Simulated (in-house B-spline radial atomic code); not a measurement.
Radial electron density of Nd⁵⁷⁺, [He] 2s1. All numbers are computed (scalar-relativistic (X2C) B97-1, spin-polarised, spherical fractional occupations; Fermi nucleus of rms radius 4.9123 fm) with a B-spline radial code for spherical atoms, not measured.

One-electron X2C: radii and densities carry no picture-change correction, so inner-shell <1/r> comes out high (for 1s by about 2 % at Z = 33, 5 % at 54, 10 % at 75, 30 % at 118) and <r> low.

Columns: r (bohr), 4πr²n(r) (electrons per bohr), bar.

```
0.000518    1.655 #
  0.0006    2.074 #
0.000695    2.597 ##
0.000805    3.245 ##
0.000932    4.045 ##
 0.00108    5.038 ###
 0.00125    6.249 ####
 0.00145    7.754 #####
 0.00168    9.572 ######
 0.00194    11.72 #######
 0.00225    14.36 #########
  0.0026    17.43 ###########
 0.00302    21.16 #############
 0.00349    25.34 ################
 0.00405    30.24 ###################
 0.00469    35.65 ######################
 0.00543    41.53 ##########################
 0.00629    47.77 #############################
 0.00728    54.04 #################################
 0.00843    60.06 #####################################
 0.00977    65.37 ########################################
  0.0113    69.34 ###########################################
  0.0131     71.5 ############################################
  0.0152    71.23 ############################################
  0.0176    68.19 ##########################################
  0.0204     62.3 ######################################
  0.0236     54.1 #################################
  0.0273    44.34 ###########################
  0.0316    34.17 #####################
  0.0366    24.98 ###############
  0.0424    17.95 ###########
  0.0491    13.72 ########
  0.0569    12.04 #######
  0.0659    11.99 #######
  0.0763    12.26 ########
  0.0884    11.73 #######
   0.102    10.03 ######
   0.119    7.237 ####
   0.137    4.561 ###
   0.159    2.311 #
   0.184   0.9558 #
   0.213   0.3086 
   0.247  0.07379 
   0.286  0.01291 
   0.331 0.001566
```

On this grid the curve has 2 maxima, near 0.0131, 0.0763 bohr.

The 2s up radial function P(r) = rR(r), positive near the nucleus:

| r (bohr) | P |
| --- | --- |
| 0.000333 | 0.2371 |
| 0.000447 | 0.2982 |
| 0.0006 | 0.3739 |
| 0.000805 | 0.4673 |
| 0.00108 | 0.5817 |
| 0.00145 | 0.7206 |
| 0.00194 | 0.8838 |
| 0.0026 | 1.074 |
| 0.00349 | 1.288 |
| 0.00469 | 1.513 |
| 0.00629 | 1.724 |
| 0.00843 | 1.88 |
| 0.0113 | 1.917 |
| 0.0152 | 1.744 |
| 0.0204 | 1.262 |
| 0.0273 | 0.4117 |
| 0.0366 | -0.7867 |
| 0.0491 | -2.115 |
| 0.0659 | -3.142 |
| 0.0884 | -3.388 |
| 0.119 | -2.688 |
| 0.159 | -1.52 |
| 0.213 | -0.5555 |
| 0.286 | -0.1136 |
